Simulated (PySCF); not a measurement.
# Computed records: BClH3OSi, AlCl2H2, AlH5NOSi, Al2FH2N and others

Computed with PySCF 2.14.0. Calculation on a computer-drawn molecule: the log of a Hartree-Fock and frozen-core CCSD(T) single point meant for a local Hartree-Fock minimum, with one planted fault or none, to be diagnosed. Offsets are logged minus clean, where the clean run is the same molecule without the fault. The reference is restricted for singlets and unrestricted otherwise, and also for a bond in bohr or an excited solution. Adding or removing an electron swaps singlet and doublet. The excited solution moves the top pair (singlet) or top alpha electron (doublet) to the lowest empty orbital. Highest occupied and lowest empty are orbital energies over both spins, largest force is the largest gradient component, triples share is (T) over the correlation energy, the T1 limit is 0.02 restricted and 0.045 unrestricted, electrons count all cores, a negative frequency is imaginary (commonest isotopes), and the dipole is about the centre of nuclear charge.

Common to all runs: logged SCF converged yes; logged SCF stable within its kind yes; possible faults no fault, one electron removed, one electron added, multiplicity raised by two, geometry at a saddle point, SCF held on an excited solution, minimal basis STO-3G, one bond length entered in bohr, all coordinates scaled.

```yaml
- entry: 1
  formula: BClH3OSi
  logged_structure:
    atoms_angstrom:
      - [O, -1.8578, -0.1413, -1.7627]
      - [Si, -1.2397, -0.4967, -0.3592]
      - [B, 0.6405, -1.3406, -0.1901]
      - [Cl, 1.4615, -1.627, -1.6683]
      - [H, -1.4911, -0.2536, -2.6344]
      - [H, -2.1585, -0.1518, 0.7214]
      - [H, 1.0911, -1.597, 0.8749]
  given:
    meant_charge: 1
    meant_multiplicity: 1
    meant_basis: "cc-pV(D+d)Z"
    logged_electrons: 45
    logged_basis_functions: 89
    logged_spin_squared: 0.7679
    "logged_highest_occupied [eV]": -24.093
    "logged_lowest_empty [eV]": -14.293
    "logged_largest_force [hartree/bohr]": 0.033425
    logged_T1_diagnostic: 0.044315
    logged_D1_diagnostic: 0.24672
    logged_triples_share: 0.031403
    logged_CC_converged: "yes"
    "logged_dipole_magnitude [debye]": 3.0188
    "logged_energy_HF [hartree]": -848.9496
    "logged_energy_CCSD(T) [hartree]": -849.47354
    drawn_bonds_atom: [1, 2, 3, 1, 2, 3]
    drawn_bonds_other_atom: [2, 3, 4, 5, 6, 7]
    drawn_bonds_order: [1, 1, 1, 1, 1, 1]
  results:
    planted_fault: "one electron removed"
    "HF_energy_offset_from_clean_run [kcal/mol]": 358.8
    "CCSD(T)_energy_offset_from_clean_run [kcal/mol]": 366.5
- entry: 2
  formula: AlCl2H2
  logged_structure:
    atoms_angstrom:
      - [Cl, -0.9853, -2.0858, 1.4903]
      - [Al, 0.0085, -0.1256, 1.0445]
      - [Cl, -1.5858, 1.3214, 0.4178]
      - [H, 1.0076, -0.3374, -0.1877]
      - [H, 0.6777, 0.4168, 2.3933]
  given:
    meant_charge: -1
    meant_multiplicity: 1
    meant_basis: "aug-cc-pV(D+d)Z"
    logged_electrons: 50
    logged_basis_functions: 114
    logged_spin_squared: 2.0269
    "logged_highest_occupied [eV]": 0.3965
    "logged_lowest_empty [eV]": -0.47922
    "logged_largest_force [hartree/bohr]": 0.071172
    "logged_dipole_magnitude [debye]": 10.978
    "logged_energy_HF [hartree]": -1162.09343
    drawn_bonds_atom: [1, 2, 2, 2]
    drawn_bonds_other_atom: [2, 3, 4, 5]
    drawn_bonds_order: [1, 1, 1, 1]
  results:
    planted_fault: "multiplicity raised by two"
    "HF_energy_offset_from_clean_run [kcal/mol]": 132.0
  notes: ["coupled-cluster numbers left out as unreliable", "highest electron not bound in this basis"]
- entry: 3
  formula: AlH5NOSi
  logged_structure:
    atoms_angstrom:
      - [O, 0.8478, 2.8128, 2.3998]
      - [Si, 0.5453, 1.7351, 1.1866]
      - ["N", 1.8636, 1.5452, 0.0946]
      - [Al, 2.8436, 0.1126, -0.3641]
      - [H, 1.592, 2.6617, 2.9626]
      - [H, -0.6515, 2.2864, 0.5267]
      - [H, 0.2695, 0.3885, 1.7356]
      - [H, 2.0905, 2.392, -0.4076]
      - [H, 3.942, 0.3564, -1.4919]
  given:
    meant_charge: 0
    meant_multiplicity: 2
    meant_basis: "cc-pV(D+d)Z"
    logged_electrons: 47
    logged_basis_functions: 99
    logged_spin_squared: 0.7545
    "logged_highest_occupied [eV]": -8.3485
    "logged_lowest_empty [eV]": 1.1892
    "logged_largest_force [hartree/bohr]": 3.6515e-05
    "logged_lowest_frequency [cm^-1]": 80.158
    logged_T1_diagnostic: 0.014451
    logged_D1_diagnostic: 0.042658
    logged_triples_share: 0.024078
    logged_CC_converged: "yes"
    "logged_dipole_magnitude [debye]": 1.481
    "logged_energy_HF [hartree]": -663.16243
    "logged_energy_CCSD(T) [hartree]": -663.71782
    drawn_bonds_atom: [1, 2, 3, 1, 2, 2, 3, 4]
    drawn_bonds_other_atom: [2, 3, 4, 5, 6, 7, 8, 9]
    drawn_bonds_order: [1, 1, 1, 1, 1, 1, 1, 1]
  results:
    planted_fault: "no fault"
    "HF_energy_offset_from_clean_run [kcal/mol]": 0.0
    "CCSD(T)_energy_offset_from_clean_run [kcal/mol]": 0.0
- entry: 4
  formula: Al2FH2N
  logged_structure:
    atoms_angstrom:
      - [F, 0.558, 2.205, -1.65]
      - [Al, -0.8511, 2.5047, -0.8326]
      - ["N", -2.1702, 1.3253, -0.9309]
      - [Al, -3.8363, 1.2612, -0.2117]
      - [H, -0.9612, 3.8262, -0.0008]
      - [H, -1.9391, 0.5244, -1.5097]
  given:
    meant_charge: 0
    meant_multiplicity: 1
    meant_basis: "cc-pV(D+d)Z"
    logged_electrons: 45
    logged_basis_functions: 84
    logged_spin_squared: 0.7778
    "logged_highest_occupied [eV]": 0.29206
    "logged_lowest_empty [eV]": 6.0971
    "logged_largest_force [hartree/bohr]": 0.040491
    logged_T1_diagnostic: 0.019662
    logged_D1_diagnostic: 0.058121
    logged_triples_share: 0.024398
    logged_CC_converged: "yes"
    "logged_dipole_magnitude [debye]": 9.0882
    "logged_energy_HF [hartree]": -639.00388
    "logged_energy_CCSD(T) [hartree]": -639.51786
    drawn_bonds_atom: [1, 2, 3, 2, 3]
    drawn_bonds_other_atom: [2, 3, 4, 5, 6]
    drawn_bonds_order: [1, 1, 1, 1, 1]
  results:
    planted_fault: "one electron added"
    "HF_energy_offset_from_clean_run [kcal/mol]": 17.83
    "CCSD(T)_energy_offset_from_clean_run [kcal/mol]": 12.4
  notes: ["highest electron not bound in this basis"]
- entry: 5
  formula: BH3NSi
  logged_structure:
    atoms_angstrom:
      - ["N", -1.4957, 2.3025, -1.8096]
      - [B, -0.6792, 1.9454, -0.9293]
      - [Si, 2.0284, 1.1594, 1.7242]
      - [H, -2.1795, 2.5071, -2.4829]
      - [H, 2.3213, -0.2661, 1.2502]
      - [H, 1.0597, 0.7997, 2.8533]
  given:
    meant_charge: -1
    meant_multiplicity: 1
    meant_basis: "aug-cc-pV(D+d)Z"
    logged_electrons: 30
    logged_basis_functions: 105
    logged_spin_squared: 0.2663
    "logged_highest_occupied [eV]": -2.5619
    "logged_lowest_empty [eV]": 3.495
    "logged_largest_force [hartree/bohr]": 0.020663
    logged_T1_diagnostic: 0.055958
    logged_D1_diagnostic: 0.23391
    logged_triples_share: 0.042263
    logged_CC_converged: "yes"
    "logged_dipole_magnitude [debye]": 3.426
    "logged_energy_HF [hartree]": -369.7297
    "logged_energy_CCSD(T) [hartree]": -370.14909
    drawn_bonds_atom: [1, 2, 1, 3, 3]
    drawn_bonds_other_atom: [2, 3, 4, 5, 6]
    drawn_bonds_order: [2, 1, 1, 1, 1]
  results:
    planted_fault: "one bond length entered in bohr, row 2 of the drawn bonds"
    "HF_energy_offset_from_clean_run [kcal/mol]": 57.03
    "CCSD(T)_energy_offset_from_clean_run [kcal/mol]": 58.69
  notes: ["T1 above single-reference limit"]
```
